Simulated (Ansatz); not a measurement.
Cartesian coordinates (Å):
SMILES: O=BC=O
```xyz
5

O      2.0092     0.0485     0.3220
B      0.8799     0.0195    -0.0840
C     -0.6027    -0.0297    -0.6205
O     -1.3093     0.9475    -0.5794
H     -0.9771    -0.9858    -1.0358
```
Charge 0, spin multiplicity 1.

The numbers are results of frozen-core CCSD(T)/cc-pVTZ // B3LYP-D3(BJ)/def2-TZVP (Ansatz, an electronic-structure program), not measurements. The restricted HF reference is unstable towards unrestricted orbitals.

```yaml
HF energy: -212.95718 Ha
MP2 correlation energy: -0.70323 Ha
```

Estimate the CCSD correlation energy, the (T) correction, the total energy and the T1 diagnostic.


The CCSD correlation energy is -0.70655 Ha. The (T) correction is -0.03288 Ha. The CCSD(T) total energy comes out as -213.69661 Ha and the T1 diagnostic is 0.019.
